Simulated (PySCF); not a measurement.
A calculated (UHF, PySCF 2.14, x2c-QZVPPall with one added diffuse shell each of s, p, d, f type, scalar relativity by spin-free X2C-1e) atom or ion has these occupied shells.

```csv
shell,electrons,orbital energy (eV),"rms radius, mean of both spins (bohr)"
1s α,1,-28098.8,0.0340
1s β,1,-28098.7,0.0340
2s α,1,-4313.1,0.139
2s β,1,-4313.0,0.139
2p α,3,-3868.1,0.124
2p β,3,-3868.1,0.124
3s α,1,-872.03,0.371
3s β,1,-871.84,0.371
3p α,3,-722.28,0.372
3p β,3,-722.22,0.372
3d α,5,-489.58,0.352
3d β,5,-489.57,0.352
4s α,1,-162.26,0.907
4s β,1,-161.88,0.907
4p α,3,-115.20,0.990
4p β,3,-115.11,0.990
4d α,5,-45.331,1.26
4d β,5,-45.117,1.26
5s α,1,-26.780,2.57
```

Name the element and its charge.

In²⁺ (indium, charge +2), in [Kr] 4d10 5s1, 2S determinant.
